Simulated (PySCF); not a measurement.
PySCF job for C4H7FO, SMILES CCO/C=C\F, C-PCM-B3LYP/def2-SVP. Coordinates come from a B3LYP-D3(BJ)/def2-SVP optimisation. The structure was generated by enumeration; whether it is a known compound was not checked. Other conformers were not sampled.

```python
import numpy as np
from pyscf import gto, scf, dft
from pyscf.solvent import pcm

mol = gto.M(
    atom='''
    C     0.27024047   -2.54534413    0.00000000
    C     0.40906556   -1.03784045   -0.00000000
    O    -0.90721991   -0.48092409   -0.00000000
    C    -1.06319615    0.85479108    0.00000000
    C    -0.16899131    1.85262637   -0.00000000
    F     1.17206226    1.69159678   -0.00000000
    H     1.26419677   -3.01866476   -0.00000000
    H    -0.27854649   -2.88516414   -0.89168924
    H    -0.27854649   -2.88516414    0.89168923
    H     0.95937266   -0.68534227   -0.88890790
    H     0.95937266   -0.68534227    0.88890790
    H    -2.11917917    1.13855830   -0.00000000
    H    -0.48018229    2.89874376    0.00000001
    ''',
    basis='def2-SVP',
    charge=0,
    spin=0,
    max_memory=1600,
    verbose=3,
)
mf = dft.RKS(mol, xc='b3lyp').density_fit(auxbasis='def2-universal-jkfit')
mf.grids.level = 3
mf.conv_tol = 1e-9
mf.max_cycle = 100
mf.kernel()
res = {}
for name, eps in {'water': 78.355, 'dimethylsulfoxide': 46.826, 'toluene': 2.3741}.items():
    s = mf.PCM()
    s.with_solvent.method, s.with_solvent.eps, s.with_solvent.lebedev_order = 'C-PCM', eps, 29
    s.kernel(mf.make_rdm1())
    res[name] = (s.e_tot, eps, s.dip_moment(), s.mo_energy, s.converged)
    print(f'{name}: electrostatic solvation free energy {(s.e_tot - mf.e_tot) * 627.509474:.3f} kcal/mol')
```

Log of the run:

```
converged SCF energy = -331.413552615697

WARN: PCM is an experimental feature. It is still in testing.
Features and APIs may be changed in the future.

converged SCF energy = -331.418160981964
Dipole moment(X, Y, Z, Debye): -0.26365, -0.19112,  0.00000
water: electrostatic solvation free energy -2.892 kcal/mol

WARN: PCM is an experimental feature. It is still in testing.
Features and APIs may be changed in the future.

converged SCF energy = -331.418117070957
Dipole moment(X, Y, Z, Debye): -0.26362, -0.19175,  0.00000
dimethylsulfoxide: electrostatic solvation free energy -2.864 kcal/mol

WARN: PCM is an experimental feature. It is still in testing.
Features and APIs may be changed in the future.

converged SCF energy = -331.416153161758
Dipole moment(X, Y, Z, Debye): -0.26003, -0.21725,  0.00000
toluene: electrostatic solvation free energy -1.632 kcal/mol
```

The run converged.

Cost: about 100 core-seconds (a rough figure).
